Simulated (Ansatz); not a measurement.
Ansatz (a program for electronic structure) input (B3LYP-D3(BJ)/def2-TZVP):

Ansatz 0.2 input:
```yaml
crystal:
  periodic: [false, false, false]
  atoms:
    - {symbol: C, position_ang: [-1.30140524, -1.18480293, 0.04320733]}
    - {symbol: I, position_ang: [0.21068024, 0.19180387, -0.00699469]}
    - {symbol: H, position_ang: [-1.68009966, -1.49242257, 1.00329335]}
    - {symbol: H, position_ang: [-1.67752164, -1.56436514, -0.89181858]}
basis:
  gaussian:
    orbitals: def2-TZVP
hamiltonian:
  xc: b3lyp
  dispersion: d3bj
magnetization: {spin_polarized: true, initial_magnetization: 1}
phonons: {temperatures: {t_min: 298.15, t_max: 298.15, t_step: 100}}
```

Output:

```
Functional definition: B3LYP
integrals: 0.02 GiB planned
679 factors; their error is unknown
mean field: 0.30 GiB planned
mean field evaluation 1: about -9162.0408 eV, gradient 4.3e1 eV
mean field evaluation 2: about -9131.2946 eV, gradient 7.4e1 eV
mean field evaluation 4: about -9171.5752 eV, gradient 5.8e0 eV
mean field evaluation 8: about -9171.7154 eV, gradient 2.9e-2 eV
mean field evaluation 16: about -9171.9369 eV, gradient 5.0e-5 eV
mean field -9171.93688714 eV, -337.0624636401 hartree, gradient 5.0e-5 eV, S^2 0.755746; 0 other end points of the search recorded, 0 dependent functions left out
the calculation of the forces begins
reference -9171.93707494 eV, -337.0624705419 hartree; 17, 16 occupied and 76, 77 virtual orbitals, 679 factors
these checks for a lower state are left out or cut short: stability, starts, cluster_reference, orbital_swaps, neighbouring_geometries, increment
integrals: 0.02 GiB planned
679 factors; their error is unknown
mean field: 0.30 GiB planned
mean field -9171.93678364 eV, -337.0624598367 hartree, gradient 2.7e-6 eV, S^2 0.755745; 0 other end points of the search recorded, 0 dependent functions left out
the calculation of the forces begins
reference -9171.93697142 eV, -337.0624667376 hartree; 17, 16 occupied and 76, 77 virtual orbitals, 679 factors
these checks for a lower state are left out or cut short: stability, starts, cluster_reference, orbital_swaps, neighbouring_geometries, increment
integrals: 0.02 GiB planned
679 factors; their error is unknown
mean field: 0.30 GiB planned
mean field evaluation 32: about -9171.9368 eV, gradient 2.7e-6 eV
mean field -9171.93678921 eV, -337.0624600416 hartree, gradient 2.7e-6 eV, S^2 0.755748; 0 other end points of the search recorded, 0 dependent functions left out
the calculation of the forces begins
reference -9171.93697704 eV, -337.0624669442 hartree; 17, 16 occupied and 76, 77 virtual orbitals, 679 factors
these checks for a lower state are left out or cut short: stability, starts, cluster_reference, orbital_swaps, neighbouring_geometries, increment
integrals: 0.02 GiB planned
679 factors; their error is unknown
mean field: 0.30 GiB planned
mean field -9171.93688784 eV, -337.0624636660 hartree, gradient 2.7e-6 eV, S^2 0.755752; 0 other end points of the search recorded, 0 dependent functions left out
the calculation of the forces begins
reference -9171.93707567 eV, -337.0624705685 hartree; 17, 16 occupied and 76, 77 virtual orbitals, 679 factors
these checks for a lower state are left out or cut short: stability, starts, cluster_reference, orbital_swaps, neighbouring_geometries, increment
integrals: 0.02 GiB planned
679 factors; their error is unknown
mean field: 0.30 GiB planned
mean field -9171.93684660 eV, -337.0624621505 hartree, gradient 2.7e-6 eV, S^2 0.755740; 0 other end points of the search recorded, 0 dependent functions left out
the calculation of the forces begins
reference -9171.93703439 eV, -337.0624690516 hartree; 17, 16 occupied and 76, 77 virtual orbitals, 679 factors
these checks for a lower state are left out or cut short: stability, starts, cluster_reference, orbital_swaps, neighbouring_geometries, increment
integrals: 0.02 GiB planned
679 factors; their error is unknown
mean field: 0.30 GiB planned
mean field -9171.93683953 eV, -337.0624618905 hartree, gradient 2.7e-6 eV, S^2 0.755743; 0 other end points of the search recorded, 0 dependent functions left out
the calculation of the forces begins
reference -9171.93702734 eV, -337.0624687924 hartree; 17, 16 occupied and 76, 77 virtual orbitals, 679 factors
these checks for a lower state are left out or cut short: stability, starts, cluster_reference, orbital_swaps, neighbouring_geometries, increment
integrals: 0.02 GiB planned
679 factors; their error is unknown
mean field: 0.30 GiB planned
mean field -9171.93686965 eV, -337.0624629975 hartree, gradient 2.7e-6 eV, S^2 0.755750; 0 other end points of the search recorded, 0 dependent functions left out
the calculation of the forces begins
reference -9171.93705745 eV, -337.0624698990 hartree; 17, 16 occupied and 76, 77 virtual orbitals, 679 factors
these checks for a lower state are left out or cut short: stability, starts, cluster_reference, orbital_swaps, neighbouring_geometries, increment
integrals: 0.02 GiB planned
679 factors; their error is unknown
mean field: 0.30 GiB planned
mean field evaluation 64: about -9171.7154 eV, gradient 3.3e-4 eV
mean field -9171.93683541 eV, -337.0624617391 hartree, gradient 2.7e-6 eV, S^2 0.755742; 0 other end points of the search recorded, 0 dependent functions left out
the calculation of the forces begins
reference -9171.93702318 eV, -337.0624686395 hartree; 17, 16 occupied and 76, 77 virtual orbitals, 679 factors
these checks for a lower state are left out or cut short: stability, starts, cluster_reference, orbital_swaps, neighbouring_geometries, increment
integrals: 0.02 GiB planned
679 factors; their error is unknown
mean field: 0.30 GiB planned
mean field -9171.93684506 eV, -337.0624620938 hartree, gradient 2.7e-6 eV, S^2 0.755751; 0 other end points of the search recorded, 0 dependent functions left out
the calculation of the forces begins
reference -9171.93703290 eV, -337.0624689969 hartree; 17, 16 occupied and 76, 77 virtual orbitals, 679 factors
Total energy: -9172.05119657 eV, -337.0666644344 hartree
Atom 0 at    -1.301405    -1.184803     0.043207 Å, force     0.000123     0.000112    -0.000004 eV/Å
Atom 1 at     0.210680     0.191804    -0.006995 Å, force    -0.000081    -0.000073     0.000003 eV/Å
Atom 2 at    -1.680100    -1.492423     1.003293 Å, force    -0.000022    -0.000014     0.000137 eV/Å
Atom 3 at    -1.677522    -1.564365    -0.891819 Å, force    -0.000021    -0.000025    -0.000136 eV/Å
Dipole moment:    -0.103706    -0.094414     0.003443 e Å
Vibrations: 184.03 618.06 851.83 1359.30 3168.91 3320.26 cm⁻¹, zero-point energy 0.589073 eV
```

It need not be the lowest isomer of its formula.
